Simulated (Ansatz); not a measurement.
**Ligand exchange: C2H5ClMg + C3H6Cl2 → C2H6Mg + C3H5Cl3**

Species: C2H5ClMg `C[CH2][Mg][Cl]`, singlet; C3H6Cl2 `ClCCCCl`, singlet; C2H6Mg `C[CH2][MgH]`, singlet; C3H5Cl3 (1,2,3-trichloropropane) `ClCC(Cl)CCl`, singlet. The partners trade Cl for H: Mg–Cl and C–H bonds give way to Mg–H and C–Cl.

Shapes, held fixed at every level: PBE0-D4/def2-TZVP. Flexible molecules stand in one conformer, not always the lowest. Programs: Ansatz 0.2.0. The zero-point and thermal change to 298 K, harmonic and unscaled (PBE0-D4/def2-TZVP), is -15.3 kJ/mol.

```tsv
level	kind	ΔH(298 K) (kJ/mol)	less CCSD(T)/def2-TZVPP
HF/def2-SVP	Hartree–Fock	+291.3	+39.3
SPW92/def2-TZVPP	LDA	+234.1	-17.9
B3LYP-D4/def2-TZVPP	global hybrid	+252.7	+0.7
wB97X-V/def2-TZVPP	range-separated hybrid	+252.0	0.0
B2PLYP/def2-TZVPP	double hybrid	+261.0	+9.0
MP2/def2-SVP	perturbation theory	+267.2	+15.2
CCSD(T)/def2-SVP	coupled cluster or CI	+262.1	+10.1
CCSD(T)/def2-TZVPP	coupled cluster or CI	+252.0	0.0
```

The highest level, CCSD(T)/def2-TZVPP, gives ΔH(298 K) = +252.0 kJ/mol; the levels span +234.1 to +291.3. The column of differences is taken from that level and isn't an error. No measured value is set beside it here. Outer-core shells of Mg are correlated, in sets that cover them unevenly.
